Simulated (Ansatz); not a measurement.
`C=N[SiH](O)S`, one more setting.

```yaml
crystal:
  periodic: [false, false, false]
  atoms:
    - {symbol: C, position_ang: [-1.123929, 1.606840, 0.608601]}
    - {symbol: N, position_ang: [-0.837229, 0.719825, -0.234977]}
    - {symbol: Si, position_ang: [0.342026, -0.528084, 0.003288]}
    - {symbol: O, position_ang: [-0.354830, -1.999641, -0.136502]}
    - {symbol: S, position_ang: [1.772464, -0.110983, -1.517937]}
    - {symbol: H, position_ang: [-0.652682, 1.694377, 1.600310]}
    - {symbol: H, position_ang: [-1.886590, 2.360837, 0.382000]}
    - {symbol: H, position_ang: [0.959755, -0.537153, 1.351874]}
    - {symbol: H, position_ang: [-0.763857, -2.208780, -0.979021]}
    - {symbol: H, position_ang: [2.627974, -1.048638, -1.074635]}
basis:
  gaussian: {orbitals: def2-TZVP, nuclear_model: gaussian}
hamiltonian: {xc: {name: B2PLYP}}
output: {forces: true}
```

```sh
$ ansatz run in.yaml --threads 4 --pin off --events-out ev --progress --plain --max-ram 10444MiB
```

Output, abridged:

```
Functional definition: B2PLYP
1286 factors; integrals over basis functions are off by at most 1.2e-3 eV
mean field evaluation 1: about -23348.5323 eV, gradient 6.0e1 eV
mean field evaluation 2: about -23348.6991 eV, gradient 6.0e1 eV
mean field evaluation 4: about -23354.9268 eV, gradient 6.6e0 eV
mean field evaluation 8: about -23355.0309 eV, gradient 7.9e-1 eV
mean field evaluation 16: about -23355.0322 eV, gradient 3.1e-4 eV
mean field -23355.03221875 eV, -858.2816034298 hartree, gradient 5.6e-6 eV, S^2 0.000000; 0 other end points of the search recorded, 0 dependent functions left out
13 core orbitals not correlated: weight in the atoms' cores, before any rotation towards them, 1.000 or more for the frozen orbitals, at most 0.000 for the correlated occupied ones
reference -23355.03239250 eV, -858.2816098147 hartree; 15, 15 occupied and 169, 169 virtual orbitals, 1286 factors
second order -29.04831792 eV of doubles, -0.00000000 eV of singles
Total energy: -23362.87543834 eV, -858.5698364331 hartree
Atom 0 at    -1.123929     1.606840     0.608601 Å, force    -0.165934     0.408968     0.339235 eV/Å
Atom 1 at    -0.837229     0.719825    -0.234977 Å, force     0.048753    -0.255744    -0.287576 eV/Å
Atom 2 at     0.342026    -0.528084     0.003288 Å, force     0.114160     0.019660     0.189289 eV/Å
Atom 3 at    -0.354830    -1.999641    -0.136502 Å, force    -0.003252    -0.087863     0.085914 eV/Å
Atom 4 at     1.772464    -0.110983    -1.517937 Å, force     0.123682    -0.035128    -0.039022 eV/Å
Atom 5 at    -0.652682     1.694377     1.600310 Å, force    -0.042975     0.004404    -0.068904 eV/Å
Atom 6 at    -1.886590     2.360837     0.382000 Å, force     0.069424    -0.052805     0.039410 eV/Å
Atom 7 at     0.959755    -0.537153     1.351874 Å, force    -0.063822     0.003113    -0.125130 eV/Å
Atom 8 at    -0.763857    -2.208780    -0.979021 Å, force    -0.059558    -0.047646    -0.096525 eV/Å
Atom 9 at     2.627974    -1.048638    -1.074635 Å, force    -0.020479     0.043042    -0.036691 eV/Å
Dipole moment:    -0.083133     0.077689     0.166585 e Å
```

Run time 9.5 s (4 threads of an Arm Neoverse V1 on a shared host); peak host memory 0.64 GiB.
